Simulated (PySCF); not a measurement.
Se(NH2)(SH) (H₃NSSe), SMILES S[Se]N.

Geometry optimised at B3LYP-D3(BJ)/def2-TZVP. One conformer was computed; it need not be the lowest.

The numbers are results of TDDFT-PBE0/def2-SVPD in PySCF 2.14.0, not measurements.

Vertical excitations. 

```csv
state,energy (eV),λ (nm),f,main pairs
S1,4.20,295,0.005,HOMO→LUMO 97 %
S2,4.78,259,0.004,HOMO−1→LUMO 98 %
S3,5.06,245,0.000,HOMO→LUMO+1 95 %
S4,5.46,227,0.037,"HOMO−2→LUMO 78 %, HOMO−1→LUMO+1 18 %"
S5,5.87,211,0.022,"HOMO−2→LUMO+1 75 %, HOMO→LUMO+2 15 %"
S6,5.90,210,0.024,"HOMO→LUMO+2 80 %, HOMO−2→LUMO+1 16 %"
S7,6.23,199,0.127,"HOMO−1→LUMO+1 68 %, HOMO−2→LUMO 14 %"
S8,6.31,196,0.024,HOMO−1→LUMO+2 91 %
S9,6.64,187,0.028,HOMO→LUMO+3 92 %
S10,6.88,180,0.041,HOMO−2→LUMO+2 94 %
T1,3.51,353,0,HOMO→LUMO 98 %
T2,4.12,301,0,HOMO−1→LUMO 96 %
T3,4.32,287,0,HOMO→LUMO+1 92 %
T4,4.57,271,0,HOMO−2→LUMO 94 %
```
Triplets are in the Tamm–Dancoff approximation, which puts them higher than full response would, so one can lie above its singlet here.
